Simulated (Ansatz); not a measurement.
Reactions of CH₅InSe, SMILES `[CH3][InH][SeH]`.

Gas-phase electronic energies from Ansatz, PBE0-D4/def2-TZVP geometries. CBS: MP2 limit from def2 TZ/QZ plus the TZ coupled-cluster correction, frozen cores. This one scheme is used for every species. DFT in def2-TZVPP. Elements past krypton have def2 core potentials. For Ge, In, Se outer-core shells are correlated without core-valence functions, which leaves a few kJ/mol of doubt a bond. Scalar relativity is left out up to krypton. Each species was taken in one conformer, which may not be the lowest.

```tsv
reaction	CCSD(T)/def2-SVP (kcal/mol)	B2PLYP (kcal/mol)	CCSD(T)/CBS(def2) (kcal/mol)
`[CH3][InH][SeH]` + `[Cl][GeH3]` → `[Cl][GeH2][SeH]` + `[CH3][InH2]`	18.7	17.8	18.6
`[CH3][InH][SeH]` + H–F → `[F][InH][SeH]` + CH₄	-24.7	-23.3	-20.6
`[CH3][InH][SeH]` + H₂S → `[CH3][InH][SH]` + H₂Se	4.8	4.9	5.3
`[CH3][InH][SeH]` + `[NH2][InH2]` → `C[NH][InH2]` + `[SeH][InH2]`	10.8	16.4	17.3
`[CH3][InH][SeH]` + CH₃NH₂ → `C[NH][InH][CH3]` + H₂Se	23.3	25.2	24.7
```

Largest T1 diagnostic: 0.016, for `C[NH][InH2]`.
